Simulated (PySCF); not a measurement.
## Fractional electron number in Ne(2+) (neon, charge +2)

The 2p beta orbital of [He] 2s2 2p4 is emptied in steps (occupation f), with all orbitals relaxed, ending at [He] 2s2 2p3. Calculation: PySCF 2.14, in x2c-TZVPall; the spin-free X2C one-electron Hamiltonian (Gaussian nucleus). The exact energy is a straight line in f; departures are measured from the line between the end points of the same method.

```
  f  UHF (eV)  LDA (eV)  PBE (eV)  PBE0 (eV)  r2SCAN (eV)  LC-wPBE (eV)  BHandHLYP (eV)  wB97X (eV)  B3LYP (eV)  BLYP (eV)
  1     0.000     0.000     0.000      0.000        0.000         0.000           0.000       0.000       0.000      0.000
0.8     0.356    -1.844    -1.815     -1.277       -1.623        -0.915          -0.756      -0.873      -1.400     -1.826
0.6     0.520    -2.768    -2.717     -1.909       -2.411        -1.363          -1.138      -1.296      -2.099     -2.739
0.4     0.508    -2.765    -2.705     -1.899       -2.384        -1.347          -1.141      -1.275      -2.095     -2.734
0.2     0.331    -1.838    -1.790     -1.255       -1.568        -0.882          -0.763      -0.827      -1.391     -1.815
  0     0.000     0.000     0.000      0.000        0.000         0.000           0.000       0.000       0.000      0.000
```

```
   method  E(f=0) − E(f=1) (eV)  −ε at f=1 (eV)  −ε at f=0.4 (eV)
      UHF                61.847          64.130            61.364
      LDA                63.622          52.116            65.951
      PBE                63.874          52.529            66.205
     PBE0                63.733          55.738            65.380
   r2SCAN                63.616          53.386            65.747
  LC-wPBE                64.040          58.302            65.259
BHandHLYP                63.696          58.986            64.632
    wB97X                63.608          58.123            64.801
    B3LYP                64.050          55.303            65.824
     BLYP                63.992          52.593            66.306
```

Orbital energy along the path (eV):

```tsv
f	UHF	LDA	PBE	PBE0	r2SCAN	LC-wPBE	BHandHLYP	wB97X	B3LYP	BLYP
1	-64.130	-52.116	-52.529	-55.738	-53.386	-58.302	-58.986	-58.123	-55.303	-52.593
0.8	-63.135	-56.695	-57.079	-58.959	-57.602	-60.630	-60.847	-60.370	-58.799	-57.139
0.6	-62.216	-61.317	-61.651	-62.183	-61.737	-62.965	-62.731	-62.611	-62.312	-61.720
0.4	-61.364	-65.951	-66.205	-65.380	-65.747	-65.259	-64.632	-64.801	-65.824	-66.306
0.2	-60.568	-70.552	-70.672	-68.505	-69.608	-67.442	-66.548	-66.852	-69.303	-70.850
0	-59.824	-75.046	-74.926	-71.475	-73.292	-69.410	-68.474	-68.541	-72.684	-75.247
```

Reference removal energy between the ground levels: 63.423 eV (measured; NIST Atomic Spectra Database, ionization energies). The calculation has no spin-orbit coupling. UHF lacks correlation.
